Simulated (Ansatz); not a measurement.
Input file for Ansatz (an electronic-structure program): U-CCSD(T)/cc-pV(T+d)Z on F3S (SMILES F[S](F)F). The basis file is the Basis Set Exchange's JSON of that set.

Ansatz 0.2 input:
```yaml
crystal:
  periodic: [false, false, false]
  atoms:
    - {symbol: F, position_ang: [-1.58379801, 0.53351413, 0.34863975]}
    - {symbol: S, position_ang: [-0.07349055, 0.27055356, -0.33233510]}
    - {symbol: F, position_ang: [1.57168097, 0.17087272, -0.64447155]}
    - {symbol: F, position_ang: [0.08570759, -0.97494041, 0.62816690]}
basis:
  gaussian:
    orbitals: cc-pV_T+d_Z.json
magnetization: {spin_polarized: true, initial_magnetization: 1}
correlation: {method: ccsd_t, electrons: outside_noble_gas}
scf: {omitted_lower_state_checks: [cluster_reference]}
```

Output:

```
WARN ansatz: RAYON_NUM_THREADS=4 ignored (pool sized by the plan → 4); use --threads N
Functional definition: HF
these checks for a lower state are left out or cut short: cluster_reference
integrals: 0.37 GiB planned
811 factors; integrals over basis functions are off by at most 1.1e-3 eV
mean field: 0.43 GiB planned
mean field evaluation 1: about -18931.7871 eV, gradient 3.3e1 eV
mean field evaluation 2: about -18931.8125 eV, gradient 3.3e1 eV
mean field evaluation 4: about -18935.6037 eV, gradient 2.9e0 eV
mean field evaluation 8: about -18935.7105 eV, gradient 1.5e-1 eV
mean field -18935.71177084 eV, -695.8745724920 hartree, gradient 1.5e-6 eV, S^2 0.786445; 0 other end points of the search recorded, 0 dependent functions left out
8 core orbitals not correlated
reference -18935.71177084 eV, -695.8745724920 hartree; 14, 13 occupied and 107, 108 virtual orbitals, 811 factors
second order -25.64573379 eV of doubles, -0.00000000 eV of singles
coupled cluster: 1.71 GiB planned
cycle   1  -24.92650303 eV  change    7.2e-1 eV  update   1.3e-1
cycle   2  -25.58218568 eV  change   -6.6e-1 eV  update   4.7e-2
cycle   3  -25.77408509 eV  change   -1.9e-1 eV  update   2.8e-2
cycle   4  -25.75916321 eV  change    1.5e-2 eV  update   1.0e-2
cycle   5  -25.75237845 eV  change    6.8e-3 eV  update   5.6e-3
cycle   6  -25.75894000 eV  change   -6.6e-3 eV  update   2.1e-3
cycle   7  -25.75968170 eV  change   -7.4e-4 eV  update   9.4e-4
cycle   8  -25.75952156 eV  change    1.6e-4 eV  update   4.4e-4
cycle   9  -25.75968485 eV  change   -1.6e-4 eV  update   2.6e-4
cycle  10  -25.75956754 eV  change    1.2e-4 eV  update   1.4e-4
cycle  11  -25.75960723 eV  change   -4.0e-5 eV  update   8.5e-5
cycle  12  -25.75968799 eV  change   -8.1e-5 eV  update   4.9e-5
cycle  13  -25.75965614 eV  change    3.2e-5 eV  update   2.2e-5
perturbative correction -0.96620404 eV, -0.0355073436 hartree
Total energy: -18962.43763102 eV, -696.8567297382 hartree
Checks for a lower state left out: cluster_reference
```

The calculation finished and met its thresholds.

Cost: about 50 core-seconds (a rough figure).
